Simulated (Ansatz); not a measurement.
Species: CH5BN, charge 0, doublet. CH5BN (SMILES [BH]NC, doublet).
B3LYP-D3(BJ)/def2-TZVP minimum from Ansatz (a quantum-chemistry and plane-wave program):
```xyz
8

B      0.0860    -0.8124     1.1852
H     -0.3832    -0.9461     2.2720
N     -0.2777     0.1449     0.2725
C      0.2731     0.3386    -1.0638
H     -1.0039     0.8130     0.5070
H      0.7228     1.3294    -1.1633
H     -0.5015     0.2315    -1.8270
H      1.0412    -0.4121    -1.2390
```
Charge 0, spin multiplicity 2.

Atomisation energy term by term, kcal/mol (programs: Ansatz). UHF or UKS for unpaired electrons; spin-orbit terms are left out. Cores are frozen in correlated methods. Rows without X2C or -DK are non-relativistic. CBS(X,Y): correlation extrapolated as X^-3, Hartree-Fock from the larger set. A bracket is a step between two methods taken in the basis named. '+ core + X2C': CCSD(T) terms for core correlation (cc-pwCVTZ) and scalar relativity (cc-pVTZ-DK). For partners of very few electrons the exact lower level stands in for a higher one.

```csv
term,basis,kcal/mol
Hartree-Fock,cc-pVQZ,503.11
CCSD correlation,"CBS(cc-pVTZ,cc-pVQZ)",162.45
(T),"CBS(cc-pVTZ,cc-pVQZ)",9.45
CCSDT(Q) - CCSD(T),cc-pVDZ,0.50
core correlation,cc-pwCVTZ,2.95
scalar relativity,"X2C, cc-pVTZ-DK",-0.54
sum: De,,677.9
```
